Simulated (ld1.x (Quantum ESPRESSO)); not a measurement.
**Plane-wave convergence, TM potential for sulfur (S)**

sulfur (S), norm-conserving Troullier–Martins (Kleinman–Bylander form), made with ld1.x (Quantum ESPRESSO) 7.5 (LDA (PZ), scalar-relativistic). Core [Ne], reference 3s1.75 3p4.25. Waves: 3s (bound): rc 1.25 bohr; 3p (bound): rc 1.15 bohr. Local part: all-electron potential smoothed inside 0.95 bohr (lloc = -1). Core correction: a·sin(br)/r model core, default radius (core density twice the valence density).

The pseudo-atom Hamiltonian at the reference potential is diagonalised in spherical Bessel functions j_l(qr) that vanish at 20 bohr, with q² up to the cutoff. All-electron valence levels (Ry): 3s -1.2831, 3p -0.5330.

Problem. How do the lowest levels (Ry) of each channel move with the cutoff, and are there ghosts?

Solution.

```tsv
cutoff (Ry)	s #1	s #2	p #1	p #2	d #1	f #1	Σ f·Δε (mRy)
8	-1.1925	-0.0228	-0.4898	0.0344	0.0719	0.1179	341.9
15	-1.2521	-0.0249	-0.5021	0.0339	0.0717	0.1179	185.4
30	-1.2796	-0.0257	-0.5030	0.0339	0.0716	0.1179	133.4
45	-1.2808	-0.0267	-0.5087	0.0337	0.0716	0.1179	107.3
60	-1.2826	-0.0283	-0.5202	0.0334	0.0715	0.1179	55.0
90	-1.2829	-0.0288	-0.5320	0.0330	0.0715	0.1179	4.3
140	-1.2831	-0.0288	-0.5327	0.0330	0.0715	0.1179	1.2
200	-1.2832	-0.0288	-0.5329	0.0330	0.0715	0.1179	0.3
400	-1.2832	-0.0288	-0.5329	0.0330	0.0715	0.1179	0.0
```

Result: no extra level below or beside the all-electron valence levels (s, p, d, f tested); 10 mRy is reached at 80 Ry and 1 mRy at 160 Ry.
